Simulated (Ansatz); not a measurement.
CH2I (SMILES [CH2]I), doublet, geometry from GFN2-xTB (all electrons, no relativity). Base run: HF/STO-3G (Ansatz, an electronic-structure program).

Input for Ansatz:
Ansatz 0.2 input:
```yaml
crystal:
  periodic: [false, false, false]
  atoms:
    - {symbol: C, position_ang: [-1.76238477, -0.01833772, 0.07881161]}
    - {symbol: I, position_ang: [0.28516808, 0.00308136, -0.00770438]}
    - {symbol: H, position_ang: [-2.28046389, 0.90745591, -0.05339585]}
    - {symbol: H, position_ang: [-2.25913562, -0.96074191, -0.01114158]}
basis:
  gaussian:
    orbitals: STO-3G
hamiltonian:
  xc: hf
magnetization: {spin_polarized: true, initial_magnetization: 1}
```

The base run was repeated with changes; each row names its change, and settings that it needs were set with it.

```tsv
change	ΔE vs base (mEh)
base	0.000
point_charge = charge:-1.0 position_ang:0.4119, 2.9704, 3.2177	1.974
lower_state_search = light	0.000
forces = on	0.000
nuclear_model = gaussian	62.962
point_charge = charge:1.0 position_ang:-4.7013, 3.1577, -1.6227	3.526
lower_state_search = off	0.000
point_charge = charge:0.5 position_ang:-3.9329, -0.6398, 4.0825	1.029
accuracy = high	-0.005
lower_state_search = full	0.000
```
